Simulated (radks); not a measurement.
Species: Bi2+. Configuration: [Xe] 4f14 5d10 6s1.5 6p1 7s0.5 (fractional occupations, a model configuration). Method: scalar-relativistic Kohn-Sham, HCTH/407, spin-polarised, spherical densities, finite nucleus; open shells are filled with parallel spins first (spin-orbit coupling, left out, can overturn this in heavy ions); Fermi nuclear charge, rms radius 5.5211 fm; computed with a radial shooting solver on a logarithmic mesh with Libxc functionals.

Normalised radial functions P(r) = r R(r), r in bohr:

r,6p up,6p down
0.001575,0.0023,0.0021
0.002168,0.0038,0.0035
0.002986,0.0064,0.0058
0.004112,0.0107,0.0097
0.005663,0.0176,0.0160
0.007799,0.0283,0.0258
0.01074,0.0441,0.0402
0.01479,0.0656,0.0597
0.02037,0.0905,0.0824
0.02805,0.1109,0.1010
0.03863,0.1107,0.1008
0.0532,0.0682,0.0621
0.07326,-0.0246,-0.0224
0.1017,-0.1319,-0.1201
0.14,-0.1496,-0.1362
0.1929,-0.0077,-0.0069
0.2656,0.1915,0.1744
0.3658,0.1903,0.1733
0.5037,-0.0921,-0.0840
0.6937,-0.3500,-0.3187
0.9553,-0.2251,-0.2044
1.315,0.2362,0.2163
1.812,0.6492,0.5919
2.495,0.7110,0.6790
3.436,0.4548,0.5438
4.731,0.1734,0.1516
6.516,0.0335,0.0096
8.973,0.0028,0.0004
12.36,0.0001,0.0000

6p up: eigenvalue -21.577 eV, 4 radial nodes at r = 0.0681, 0.195, 0.462, 1.13 bohr, <r> = 2.53 bohr, 90 % of the charge inside 3.66 bohr. 6p down (empty): eigenvalue -21.060 eV, 4 radial nodes at r = 0.0681, 0.195, 0.462, 1.13 bohr, <r> = 2.65 bohr, 90 % of the charge inside 3.78 bohr.
